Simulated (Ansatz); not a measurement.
SiCl(OAc)3 (C6H9ClO6Si). Charge 0, multiplicity 3. Geometry r2SCAN-D4/def2-SVP, that of the neutral singlet; atoms count from 1.

```xyz
23

Si    0.0167    0.0865    0.6329
Cl    0.0850    0.3591    2.6391
O    -1.1255   -1.0448    0.1777
C    -1.0869   -2.3513    0.5866
C    -2.2557   -3.1205    0.0546
O    -0.2014   -2.7763    1.2808
H    -2.2227   -4.1539    0.4182
H    -2.2361   -3.1029   -1.0461
H    -3.1914   -2.6304    0.3638
O     1.4728   -0.4443    0.0091
C     2.6356    0.2717    0.1123
C     3.7861   -0.4741   -0.4883
O     2.6721    1.3579    0.6276
H     4.7094    0.1060   -0.3778
H     3.5825   -0.6695   -1.5525
H     3.8844   -1.4547    0.0017
O    -0.3612    1.4888   -0.1927
C    -1.5284    2.1788   -0.0009
C    -1.5676    3.4201   -0.8368
O    -2.3828    1.7900    0.7510
H    -2.4897    3.9783   -0.6382
H    -1.5109    3.1461   -1.9018
H    -0.6842    4.0396   -0.6203
```

At PBE0-D4/def2-SVP a singlet of charge 0 lies 5.13 eV below the triplet at the same geometry.

Question: Estimate the Mulliken populations from the PBE0/def2-SVP orbitals of Ansatz.

Answer: 
```csv
atom,charge (e),spin (α − β)
Si1,1.01,0.03
Cl2,-0.22,0.01
O3,-0.42,0.11
C4,0.03,0.73
C5,-0.01,0.01
O6,-0.03,0.99
H7,0.06,0.00
H8,0.06,0.06
H9,0.07,0.05
O10,-0.44,0.00
C11,0.21,0.00
C12,-0.06,0.00
O13,-0.23,0.00
H14,0.08,0.00
H15,0.08,0.00
H16,0.09,0.00
O17,-0.44,0.00
C18,0.21,0.00
C19,-0.06,0.00
O20,-0.23,0.00
H21,0.07,0.00
H22,0.08,0.00
H23,0.09,0.00
```
Mulliken values and Mayer orders depend strongly on the basis.

Question: Where does the spin sit?

Answer: Summed by element: Si 0.03, Cl 0.01, O 1.11, C 0.74, H 0.11, of 2 unpaired in all. Largest on single atoms: O6 0.99, C4 0.73, O3 0.11.

Question: And the Mayer bond orders between bonded heavy atoms (over 0.3)?

Answer: Si1–Cl2 1.13 (2.03 Å); Si1–O3 1.06 (1.67 Å); Si1–O10 0.99 (1.67 Å); Si1–O17 0.99 (1.67 Å); O3–C4 0.97 (1.37 Å); C4–C5 1.05 (1.50 Å); C4–O6 1.39 (1.20 Å); O10–C11 1.03 (1.37 Å); C11–C12 1.03 (1.50 Å); C11–O13 2.08 (1.20 Å); O17–C18 1.03 (1.37 Å); C18–C19 1.03 (1.50 Å); C18–O20 2.08 (1.20 Å).
